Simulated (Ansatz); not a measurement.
Consider the ligand exchange at the Si–F bond: `F[Si](I)(I)I` + HI → `I[Si](I)(I)I` + H–F.

Isolated molecules relaxed with PBE0-D4/def2-TZVP in Ansatz; ΔE leaves out vibrations. CCSD(T)/CBS adds triple-zeta CCSD(T) − MP2 to the extrapolated MP2 energy (def2 sets, frozen cores). This one scheme is used for every species. DFT in def2-TZVPP. def2 core potentials past Kr. For I outer-core shells are correlated without core-valence functions, which leaves a few kJ/mol of doubt a bond.

| level | ΔE (kJ/mol) | difference from CCSD(T)/CBS |
| --- | --- | --- |
| PBE-D4 | 39.6 | -0.3 |
| BLYP-D4 | 52.8 | 12.9 |
| B97M-V | 68.1 | 28.2 |
| r2SCANh-D4 | 55.2 | 15.3 |
| BHLYP-D4 | 51.5 | 11.6 |
| CAM-B3LYP-D4 | 67.2 | 27.3 |
| PBE-QIDH | 43.0 | 3.1 |
| PBE | 49.4 | 9.5 |
| BLYP | 71.6 | 31.7 |
| r2SCAN0 | 55.2 | 15.3 |
| LC-ωPBE | 60.5 | 20.6 |
| MP2/def2-SVP | 44.1 | 4.2 |
| HF/def2-TZVPP | 79.6 | 39.7 |
| HF/def2-QZVPP | 81.7 | 41.8 |
| MP2/def2-QZVPP | 27.3 | -12.6 |
| MP2/CBS(def2) | 20.5 | -19.4 |
| CCSD(T)/CBS | 39.9 | 0 |

Largest T1 diagnostic among the species: 0.009.

From r2SCAN to r2SCAN0 (25 % exact exchange), in def2-TZVPP and without D4, ΔE moves by −3.9 kJ/mol. Leaving LDA and LC-ωPBE aside and taking each functional with its dispersion term where it has one, the values, not all of them listed here, spread over 31.0 kJ/mol, from revPBE-D4 to B97M-V. In def2-TZVPP, CCSD(T) changes the Hartree–Fock value by −25.5 kJ/mol (the triples alone add −5.4 kJ/mol) and MP2 by −44.9 kJ/mol.

CCSD(T)/CBS has its own doubt, a few kJ/mol and more with outer-core shells, so smaller differences from it don't rank the levels.
